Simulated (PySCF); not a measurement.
Species: C₄H₉F₃Ge.
SMILES: `CC[CH2][GeH2][C](F)(F)F`

A linear-response calculation (PySCF, def2-SVPD basis, gas phase, vertical, core orbitals frozen in the response) gave these numbers; the functional is withheld.

Orbital energies (eV): HOMO-3 -11.45, HOMO-2 -11.04, HOMO-1 -10.63, HOMO -10.02, LUMO 0.97, LUMO+1 1.22, LUMO+2 1.49.

| state | E (eV) | f | main configurations (H = HOMO, L = LUMO) |
| --- | --- | --- | --- |
| S1 | 8.06 | 0.011 | H→L (71%), H→L+1 (20%) |
| S2 | 8.22 | 0.0042 | H→L+1 (47%), H→L+2 (26%), H→L (12%) |
| S3 | 8.65 | 0.105 | H→L+2 (58%), H→L+1 (19%), H→L (10%) |
| S4 | 8.80 | 0.026 | H-1→L (62%), H-1→L+1 (15%), H-1→L+2 (14%) |
| S5 | 8.88 | 0.0078 | H-1→L+1 (53%), H→L+3 (17%) |
| S6 | 8.91 | 0.0089 | H-2→L+1 (29%), H-2→L (20%), H→L+5 (14%) |

Triplets, Tamm–Dancoff:

```
state  E (eV)  λ (nm)  main configurations (H = HOMO, L = LUMO)
   T1    7.60   163.2                    H→L+1 (56%), H→L (22%)
   T2    7.93   156.4       H→L (41%), H→L+1 (19%), H→L+2 (18%)
   T3    8.05   154.0     H→L+2 (26%), H-1→L+1 (22%), H→L (12%)
   T4    8.15   152.1   H-1→L (17%), H→L+2 (11%), H-1→L+1 (10%)
```

Vertical ionisation energy by ΔSCF with the same functional: 10.77 eV. Mean static polarisability: 82.3 au.

Question: Name the functional.
A. PBE0
B. CAM-B3LYP
C. HF
D. PBE

Answer: B. CAM-B3LYP is range-separated, 19% exact exchange at short range and 65% at long range (ω = 0.33 bohr⁻¹). In this run −ε(HOMO) = 10.02 eV differs from the ΔSCF value by -0.75 eV, and S1 differs from the orbital gap of 10.99 eV by -2.93 eV. The ratio −ε(HOMO)/IP is 0.93. Usual ranges for neutral molecules in this basis: 0.85 to 0.93 with CAM-B3LYP, 0.5 to 0.7 with PBE, 0.7 to 0.83 with PBE0; Hartree–Fock can't fall below 1, since the ion's relaxation only lowers the ΔSCF value.

Method: PySCF, TDDFT CAM-B3LYP/def2-SVPD, vertical, gas phase, core orbitals frozen in the response. One conformer (not necessarily the lowest) at the PBE0-D3(BJ)/def2-SVP geometry, without solvent, vibrations or thermal averaging. The CAM-B3LYP/def2-SVPD calculation is non-relativistic and has no spin–orbit coupling, an omission that weighs most on germanium.

Shape of the structure used: `[CH3:1][CH2:2][CH2:3][GeH2:4][C:5]([F:6])([F:7])[F:8]`: C1–C2–C3–Ge4 61°, C2–C3–Ge4–C5 162°, C3–Ge4–C5–F6 -178°.

Without π bonds the low states are Rydberg-like; a valence basis with one diffuse set may place them up to an eV too high.
